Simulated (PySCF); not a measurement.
**Ionisation energy of Xe⁺ by level of theory**

Xe⁺ [Kr] 4d10 5s2 5p5 (2P) → Xe²⁺ [Kr] 4d10 5s2 5p4 (3P), as a difference of total energies. Computed with PySCF 2.14 in aug-cc-pVDZ-PP with ECP28MDF, with scalar relativity through the core potential. Correlated levels: valence: 4s2 4p6 4d10 frozen. The calculations carry no spin-orbit coupling.

```csv
method,ionisation energy (eV),difference from reference (eV)
UHF,20.109,-0.866
LDA,21.387,+0.412
PBE,21.078,+0.103
PBE0,21.126,+0.151
r2SCAN,21.147,+0.172
BLYP,21.011,+0.036
HSE06,21.143,+0.168
M06-2X,20.886,-0.089
r2SCANh,21.155,+0.180
MP2 (valence),20.625,-0.350
SCS-MP2 (valence),20.602,-0.373
```

Reference: 20.975 eV (semi-empirical (NIST evaluation); NIST Atomic Spectra Database, ionization energies).

The reference lies between the lowest fine-structure levels, while these numbers refer to the centres of the terms.

Errors of the correlated levels include the incompleteness of this basis and the frozen core.
